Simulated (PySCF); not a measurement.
**How methods differ on the excitation energy of Os**

Os [Xe] 4f14 5d6 6s2 (5D) → Os [Xe] 4f14 5d6 6s1 7s1 (7D), as a difference of total energies. Calculation: PySCF 2.14, in aug-cc-pVDZ-PP with ECP60MDF; a scalar-relativistic core potential. Correlated levels: valence: 5s2 5p6 frozen. The calculations carry no spin-orbit coupling.

```csv
method,excitation energy (cm⁻¹)
UHF,33774
MP2 (valence),44453
SCS-MP2 (valence),46692
CCSD (valence),44539
CCSD(T) (valence),45270
```

The promoted electron is Rydberg-like, and one or two diffuse shells describe it only roughly, which tends to raise the upper state.
